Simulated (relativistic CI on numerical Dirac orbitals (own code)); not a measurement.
# Calculated levels, Ni XIV

Calculated at this level of theory: Dirac-Coulomb-Breit CI, KLI orbitals optimised for each configuration, QED by a radiative potential, unscaled Slater integrals (own radial code, finite nucleus).

Configuration list (outside the closed core [Ne]): 3s2 3p3, 3s 3p4, 3s2 3p2 3d, 3p5, 3s 3p3 3d, 3p4 3d, 3s 3p2 3d2, 3s2 3p2 4s, 3s2 3p 3d 4p, 3p4 4s, 3s2 3p2 4p, 3p4 4p, 3s 3p2 3d 4s, 3s2 3p2 4d, 3s 3p3 4s, 3s2 3p2 4f, 3s 3p3 4p, 3p3 3d 4p, 3s 3p3 4d, 3s2 3p2 5s, 3s 3p3 4f, 3s2 3p2 5p, 3s2 3p 4s 4p, 3s2 3p2 5d, 3s2 3p2 5f, 3s2 3p2 5g, 3s 3p2 4s2, 3s 3p3 5s, 3s2 3p2 6s, 3s2 3p 3d2, 3s2 3d3, 3s 3p 3d3, 3s2 3d2 4s, 3s2 3d2 4p, 3s2 3d2 4d, 3p3 3d2, 3p2 3d3, 3p2 3d2 4s, 3p2 3d2 4p, 3p2 3d2 4d, 3s2 3p 3d 4s, 3s 3p 3d2 4s, 3s2 3d 4s2, 3s2 3d 4s 4p, 3s2 3d 4s 4d, 3s 3p2 3d 4p, 3s 3p 3d2 4p, 3s 3p 3d 4s 4p, 3s 3p 3d 4p2, 3s 3p 3d 4p 4d, 3p3 3d 4s, 3p2 3d 4s2, 3p2 3d 4s 4p, 3p2 3d 4s 4d, 3s2 3p 4s2, 3s 3p 3d 4s2, 3s2 4s2 4p, 3s2 4s2 4d, 3s2 3p 4p2, 3s2 3d 4p2, 3s2 4s 4p2, 3s2 4p3, 3s2 4p2 4d. Double excitations out of closed p, d and f shells are left out; levels of such configurations are missing from the list, as are those of other unlisted configurations, and high levels can miss mixing partners. These lack a partner that the ground configuration has and come out too high: 3s2 3p2 4f, 3s 3p3 4d, 3s2 3p2 5s, 3s 3p3 4f, 3s2 3p2 5p.

The lowest level is 3s2 3p3 4S°_3/2, with 93 % of that term; Hund's rules for 3s2 3p3 give 4S° with J = 3/2, in agreement.

```tsv
No.	Configuration	Term	J	E (cm⁻¹)	%	Next component (%)	Lifetime (s)
1	3s2 3p3	4S°	3/2	0	93	4 2P°	
2	3s2 3p3	2D°	3/2	48397	81	13 2P°	5.48e-03
3	3s2 3p3	2D°	5/2	56047	97	2 3s 3p3 3d 2D°	7.57e-02
4	3s2 3p3	2P°	1/2	88819	96	1 3p5 2P°	1.47e-03
5	3s2 3p3	2P°	3/2	99959	79	15 2D°	6.14e-04
6	3s 3p4	4P	5/2	315793	87	9 3s2 3p2 3d 4P	4.86e-10
7	3s 3p4	4P	3/2	330172	87	10 3s2 3p2 3d 4P	4.38e-10
8	3s 3p4	4P	1/2	336155	86	10 3s2 3p2 3d 4P	4.08e-10
9	3s 3p4	2D	3/2	394495	74	20 3s2 3p2 3d 2D	2.11e-10
10	3s 3p4	2D	5/2	398021	75	20 3s2 3p2 3d 2D	2.41e-10
11	3s2 3p2 3d	2P	3/2	452046	51	42 3s 3p4 2P	9.12e-11
12	3s 3p4	2P	1/2	458326	31	31 3s2 3p2 3d 2P	7.57e-11
13	3s 3p4	2S	1/2	481487	51	21 3s2 3p2 3d 2P	9.71e-11
14	3s2 3p2 3d	4F	3/2	489038	91	4 4D	2.34e-09
15	3s2 3p2 3d	4F	5/2	494732	88	8 4D	4.18e-09
16	3s2 3p2 3d	4F	7/2	503241	90	6 4D	2.37e-08
17	3s2 3p2 3d	2F	5/2	509789	73	21 4D	4.27e-09
18	3s2 3p2 3d	4F	9/2	513397	94	3 2G	5.83e-03
19	3s2 3p2 3d	4D	1/2	515364	94	2 3s 3p2 3d2 4D	7.24e-10
20	3s2 3p2 3d	2F	7/2	515839	48	46 4D	1.95e-08
21	3s2 3p2 3d	4D	3/2	516738	91	4 4F	7.61e-10
22	3s2 3p2 3d	4D	5/2	523636	66	24 2F	1.15e-09
23	3s2 3p2 3d	2F	7/2	538143	47	45 4D	2.52e-07
24	3s2 3p2 3d	2G	7/2	574626	94	3 2F	1.86e-09
25	3s2 3p2 3d	2G	9/2	579638	94	3 4F	1.70e-03
26	3s2 3p2 3d	2P	3/2	582102	45	44 3s 3p4 2P	1.14e-11
27	3s2 3p2 3d	4P	5/2	592368	82	8 3s 3p4 4P	9.50e-12
28	3s2 3p2 3d	4P	3/2	598482	78	9 3s 3p4 4P	9.46e-12
29	3s2 3p2 3d	2P	1/2	599108	34	29 4P	1.07e-11
30	3s2 3p2 3d	4P	1/2	604000	55	18 2P	9.26e-12
31	3s2 3p2 3d	2D	3/2	610723	80	6 4P	4.21e-11
32	3s2 3p2 3d	2D	5/2	626102	83	9 3s 3p4 2D	1.98e-11
33	3s2 3p2 3d	2D	3/2	643942	77	15 3s 3p4 2D	1.06e-11
34	3s2 3p2 3d	2D	5/2	645680	87	7 3s 3p4 2D	1.93e-11
35	3s2 3p2 3d	2P	1/2	663271	75	15 2S	1.19e-11
36	3s2 3p2 3d	2F	5/2	668802	78	17 2D	7.73e-12
37	3s2 3p2 3d	2S	1/2	675297	62	15 2P	1.13e-11
38	3s2 3p2 3d	2P	3/2	675835	86	5 3s 3p4 2P	1.13e-11
39	3s2 3p2 3d	2F	7/2	676356	96	2 3s 3p2 3d2 2F	7.75e-12
40	3s2 3p2 3d	2D	5/2	704930	76	18 2F	8.61e-12
41	3s2 3p2 3d	2D	3/2	706520	94	2 3p4 3d 2D	8.87e-12
42	3s 3p3 3d	6D°	1/2	719958	98	1 4P°	1.28e-08
43	3s 3p3 3d	6D°	3/2	720367	98	1 4P°	1.35e-08
44	3s 3p3 3d	6D°	5/2	721008	98	1 4D°	1.85e-08
45	3s 3p3 3d	6D°	7/2	721918	98	1 4D°	3.71e-08
46	3s 3p3 3d	6D°	9/2	723385	98	1 4F°	4.88e-08
47	3p5	2P°	3/2	735508	58	37 3s 3p3 3d 2P°	1.01e-10
48	3p5	2P°	1/2	757303	56	39 3s 3p3 3d 2P°	1.04e-10
49	3s 3p3 3d	4D°	5/2	784505	80	10 4F°	1.17e-09
50	3s 3p3 3d	4D°	3/2	785851	75	16 4F°	1.03e-09
51	3s 3p3 3d	4D°	7/2	786099	87	5 3s2 3p 3d2 4D°	1.87e-09
52	3s 3p3 3d	4D°	1/2	789269	93	6 3s2 3p 3d2 4D°	1.45e-09
53	3s 3p3 3d	4F°	3/2	795626	73	17 4D°	6.04e-10
54	3s 3p3 3d	4F°	5/2	798896	77	12 4D°	6.00e-10
55	3s 3p3 3d	4F°	7/2	802972	82	9 3s2 3p 3d2 4F°	6.10e-10
56	3s 3p3 3d	4F°	9/2	808581	87	9 3s2 3p 3d2 4F°	6.41e-10
57	3s 3p3 3d	2S°	1/2	834961	79	14 3s2 3p 3d2 2S°	3.08e-10
58	3s 3p3 3d	4G°	5/2	841950	89	6 3s2 3p 3d2 4G°	1.91e-10
59	3s 3p3 3d	4G°	7/2	843519	88	6 3s2 3p 3d2 4G°	1.97e-10
60	3s 3p3 3d	4G°	9/2	845748	88	5 3s2 3p 3d2 4G°	2.07e-10
61	3s 3p3 3d	4G°	11/2	848795	93	5 3s2 3p 3d2 4G°	2.23e-10
62	3s 3p3 3d	2G°	7/2	876794	83	11 3s2 3p 3d2 2G°	3.80e-10
63	3s 3p3 3d	2G°	9/2	877086	81	9 3s2 3p 3d2 2G°	3.42e-10
64	3s 3p3 3d	4D°	1/2	877501	87	8 3s2 3p 3d2 4D°	1.01e-10
65	3s 3p3 3d	4D°	3/2	879075	43	32 4P°	6.49e-11
66	3s 3p3 3d	4P°	5/2	881088	41	24 4D°	3.99e-11
67	3s 3p3 3d	4P°	1/2	883026	82	9 3s2 3p 3d2 4P°	1.50e-10
68	3s 3p3 3d	4P°	3/2	884730	47	37 4D°	7.59e-11
69	3s 3p3 3d	4P°	5/2	891721	50	20 4D°	2.86e-11
70	3s 3p3 3d	2D°	3/2	893508	65	16 3s2 3p 3d2 2D°	9.32e-11
```

Energies count from the lowest computed level; ° marks odd parity; lifetimes are radiative, by E1, M1, E2, M2, E3 decay to levels of this space only.

The mean weight of the leading LS term, summed over parents, in these 70 levels is 77 %, and that of the leading jj configuration (from the same eigenvectors) 49 %, so LS coupling describes them better.

At this charge energies of transitions that change n are usually good to better than 1 %, and those within a shell (Δn = 0) to a few per cent.

LS names give the leading component of a level, which can be under half, so a name can repeat, a term be missing and a line seem to break the LS rules.
